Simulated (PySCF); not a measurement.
Ta(O)(F)(NH2)2 (FH4N2OTa), SMILES [NH2][Ta]([NH2])(=[O])[F], multiplicity 1. Atoms are numbered in the order given.

```xyz
9

Ta     0.0333    -0.0250     0.0000
O      1.7418     0.1570     0.0000
F     -0.5214    -1.8473     0.0000
N     -0.6069     0.8876    -1.6348
H     -1.5809     1.0224    -1.8962
H     -0.0079     1.3605    -2.3063
N     -0.6069     0.8876     1.6348
H     -0.0079     1.3605     2.3063
H     -1.5809     1.0224     1.8962
```

The structure is a stationary point at PBE0-D3(BJ)/def2-SVP. The spin state was assumed, not searched. The structure was generated by enumeration; whether it is a known compound was not checked. The def2 effective core potentials stand for the cores of Ta; spin–orbit coupling is left out. The values are those of a single conformer.

Calculation: ωB97X/def2-TZVP in PySCF.

Symmetry labels are those of the subgroup Cs that the program uses (full group Cs).

Computed valence orbital energies around the gap with their symmetry:
```csv
orbital,symmetry,energy (eV)
HOMO−7,A",-14.65
HOMO−6,A',-14.35
HOMO−5,A",-13.93
HOMO−4,A',-12.15
HOMO−3,A",-11.84
HOMO−2,A',-11.75
HOMO−1,A',-11.19
HOMO,A",-10.28
LUMO,A',1.47
LUMO+1,A",1.78
LUMO+2,A',2.03
LUMO+3,A',2.56
```
